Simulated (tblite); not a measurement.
Species: C6H10NP.
Cartesian coordinates in Å at the GFN2-xTB level; atoms count from 1:
```
atom  x, y, z in Å
N1    -3.1325    1.1709    1.1724
C2    -2.8118    0.2722    0.5403
C3    -2.3711   -0.8125   -0.2810
P4    -0.9314   -0.2873   -1.3781
C5     0.2248    0.2858   -0.0385
C6     1.5194    0.9603   -0.5307
C7     2.3287    0.0428    0.3966
C8     1.0759   -0.8140    0.6268
H9    -2.0400   -1.6516    0.3387
H10   -3.1897   -1.1481   -0.9242
H11   -1.4428    0.9929   -1.6473
H12   -0.3151    0.8972    0.6894
H13    1.7168    0.7712   -1.5858
H14    1.5976    2.0291   -0.3440
H15    3.1756   -0.4654   -0.0591
H16    2.6634    0.5479    1.3003
H17    1.0898   -1.7395    0.0500
H18    0.8335   -1.0454    1.6623
```

All values are computed: GFN2-xTB (tblite) harmonic vibrations without scaling, gas phase. The method is semi-empirical: single wavenumbers can be off by several per cent or more. Modes of hydrogen on phosphorus can be 10 to 20 % off. One conformer, not necessarily the lowest.

Harmonic wavenumbers (cm⁻¹): 35.0, 58.3, 86.3, 117.3, 182.0, 273.3, 301.2, 372.1, 478.2, 576.6, 678.5, 727.2, 759.9, 805.4, 833.5, 840.8, 892.8, 985.9, 996.7, 999.3, 1036.4, 1052.4, 1071.1, 1076.8, 1108.2, 1175.4, 1183.7, 1187.4, 1215.4, 1224.4, 1250.6, 1260.8, 1268.4, 1383.1, 1469.8, 1470.8, 1490.9, 2240.1, 2392.4, 2933.8, 2940.2, 2951.5, 2979.6, 2986.3, 3003.3, 3010.5, 3016.0, 3020.7.

A = 3049, B = 1022, C = 920.7 MHz; mass 127.055 u (most abundant isotopes); point group C1, symmetry number 1.

Question: Zero-point energy?

Answer: Half the sum of the wavenumbers: 31700 cm⁻¹ = 90.64 kcal/mol.

Question: Entropy at 298.15 K, 1 bar (ideal gas, RRHO, classical rotation)?

Answer: Translation 40.46, rotation 29.11, vibration 27.06: S = 96.6 cal/(mol K).

Question: And Cp and H(298.15 K) − H(0)?

Answer: Cp = 34.27 cal/(mol K), of which vibrations give 26.32 (their classical limit is 48 R = 95.4); H(298.15 K) − H(0) = 6.35 kcal/mol without the zero-point energy, 3.98 from vibrations.

Question: Blend soft modes into free rotors: weight 1/[1 + (100 cm⁻¹/ν̃)⁴] for the oscillator and the rest for a rotor with moment μB/(μ + B), μ = h/(8π²ν), B = 10⁻⁴⁴ kg m². What vibrational entropy results?

Answer: 23.83 cal/(mol K) in place of 27.06, which changes −T·S at 298.15 K by +0.96 kcal/mol.

Question: What must be added to the electronic energy to get the Gibbs energy at 298.15 K and 1 bar?

Answer: ZPE + [H(298.15 K) − H(0)] − T·S = 90.64 + 6.35 − 28.81 = 68.18 kcal/mol.

Hindered rotation and anharmonicity are outside this model. Other conformers, if any are populated, would add a mixing term that is left out. The structure is chiral; the term R ln 2 for an equal mix with its mirror image is left out.

Run on Arm Neoverse V2, one thread, no GPU, shared host. This covers the Hessian and the dipole derivatives.
